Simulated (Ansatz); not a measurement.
Consider the ligand exchange at a B–O bond: `OB(O)O[SiH3]` + HBr → `OB(O)Br` + `O[SiH3]`.

Program: Ansatz. Geometries: PBE0-D4/def2-TZVP. ΔE: electronic, gas phase. CBS: MP2 limit from def2 TZ/QZ plus the TZ coupled-cluster correction, frozen cores. Functionals use def2-TZVPP. B3LYP here is the variant with VWN-RPA as its local correlation; programs differ in this. For Br outer-core shells are correlated without core-valence functions, which leaves a few kJ/mol of doubt a bond. Scalar relativity is left out up to krypton. Each species was taken in one conformer, which may not be the lowest.

CCSD(T)/CBS gives +0.55 eV.

Another level gave +0.51 eV. Which?
A. HF/def2-TZVPP
B. MP2/def2-TZVPP
C. B3LYP-D4/def2-TZVPP
D. r2SCANh-D4/def2-TZVPP

B. MP2/def2-TZVPP 0.51, HF/def2-TZVPP 0.71, r2SCANh-D4 0.56, B3LYP-D4 0.60 eV.

Largest T1 diagnostic among the species: 0.012.

Leaving LDA and LC-ωPBE aside and taking each functional with its dispersion term where it has one, the values, not all of them listed here, spread over 0.20 eV, from revPBE-D4 to BHLYP-D4. LDA lies +0.09 eV from PBE without D4. From BLYP to BHLYP (50 % exact exchange), in def2-TZVPP and without D4, ΔE moves by +0.11 eV. At CCSD(T), def2-SVP lies +0.20 eV from the extrapolated value and def2-TZVPP +0.03 eV.
